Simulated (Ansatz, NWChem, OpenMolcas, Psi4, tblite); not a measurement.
## How methods differ on GeO (SMILES [O]=[Ge])

The species is GeO (2 atoms), meant as a singlet with charge 0. SMILES: `[O]=[Ge]`. The coordinates come from a PBE0-D4/def2-TZVP relaxation.

```xyz
2

O     0.0000    0.0000   -0.0230
Ge    0.0000    0.0000    1.5995
```

Each level gives the HOMO–LUMO gap (eV). The values are calculated.

```csv
level,kind,program,value (eV)
GFN2-xTB,semi-empirical,tblite,4.61
HF/cc-pVTZ,Hartree–Fock,OpenMolcas,12.41
SVWN5/cc-pVTZ,LDA,NWChem,4.34
PBE/cc-pVTZ,GGA,NWChem,4.35
r2SCAN/cc-pVTZ,meta-GGA,Ansatz,4.77
PBE0/cc-pVTZ,global hybrid,Ansatz,6.47
wB97X-V/cc-pVTZ,range-separated hybrid,Psi4,10.90
B2PLYP/cc-pVTZ,double hybrid,OpenMolcas,8.73
PBE-QIDH/cc-pVTZ,double hybrid,Ansatz,10.10
```

All-electron rows without a relativistic Hamiltonian named are non-relativistic. The values span 4.34 to 12.41 eV. Orbital gaps aren't excitation energies, and those of double hybrids come from the SCF part alone; they tend to grow with the share of exact exchange.
